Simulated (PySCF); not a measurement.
C3H2F3, SMILES F[C](C(F)=C)F, multiplicity 2. Atoms are numbered in the order given.

```xyz
8

C     -1.0815    -1.5733     0.0000
C      0.0053    -0.7293     0.0000
F      1.2482    -1.2395     0.0000
C     -0.0444     0.6600     0.0000
F     -1.1806     1.3250     0.0000
F      1.0146     1.4341     0.0000
H     -2.0930    -1.1700     0.0000
H     -0.9234    -2.6513     0.0000
```
Charge 0, spin multiplicity 2.

Coordinates come from a B3LYP-D3(BJ)/def2-SVP optimisation. The isomer is the one that the SMILES or the coordinates give; other isomers of the formula were not compared. The values are those of a single conformer.

The numbers are results of PBE/pcH-1 run with PySCF, not measurements.

Unrestricted Kohn–Sham, ⟨S²⟩ = 0.762. Hyperfine tensors hold the contact and dipolar terms, without spin-orbit corrections.

Computed hyperfine couplings:
```
nucleus    A(iso) (MHz)  A(iso) (G)  dipolar principal values (MHz)
---------  ------------  ----------  ------------------------------
13C no. 1          39.5        14.1              -47.6, -46.2, 93.7
13C no. 2         -46.2       -16.5                -18.0, 6.7, 11.2
19F no. 3         -17.4        -6.2               -48.1, 15.1, 33.0
13C no. 4          53.0        18.9             -55.3, -54.0, 109.3
19F no. 5          60.5        21.6           -155.1, -130.6, 285.7
19F no. 6          67.3        24.0           -177.8, -156.4, 334.2
1H no. 7          -35.1       -12.5               -19.0, -1.5, 20.5
1H no. 8          -37.2       -13.3               -22.4, -0.3, 22.7
```

### Question
And the g tensor (effective nuclear charges for spin-orbit coupling, GIAO)? (The exact figures need the calculation; the answer reports its results.)

### Answer
principal values 2.0020, 2.0042, 2.0044; isotropic 2.0035.
